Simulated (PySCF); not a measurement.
**How methods differ on the ionisation energy of Kr²⁺**

Kr²⁺ [Ar] 3d10 4s2 4p4 (3P) → Kr³⁺ [Ar] 3d10 4s2 4p3 (4S), as a difference of total energies. Computed with PySCF 2.14 in aug-cc-pVDZ-DK, with the spin-free X2C one-electron Hamiltonian (Gaussian nucleus). Correlated levels: valence: [Ar] 3d10 frozen. The calculations carry no spin-orbit coupling.

```
           method  ionisation energy (eV)  plus first-order spin-orbit estimate  error of that sum (eV)
              UHF                  34.230                                34.466                  -1.372
              LDA                  35.783                                36.018                  +0.180
              PBE                  35.475                                35.711                  -0.127
             PBE0                  35.479                                35.715                  -0.123
           r2SCAN                  35.556                                35.791                  -0.047
            B3LYP                  35.681                                35.917                  +0.079
          r2SCANh                  35.546                                35.782                  -0.056
             MN15                  35.386                                35.622                  -0.216
          LC-wPBE                  35.649                                35.885                  +0.047
    MP2 (valence)                  34.653                                34.889                  -0.949
SCS-MP2 (valence)                  34.664                                34.900                  -0.938
```

Reference: 35.838 ± 0.02 eV (measured; NIST Atomic Spectra Database, ionization energies).

A first-order spin-orbit estimate (lowest level to lowest level, LS coupling) adds 0.236 eV.

Errors of the correlated levels include the incompleteness of this basis and the frozen core.
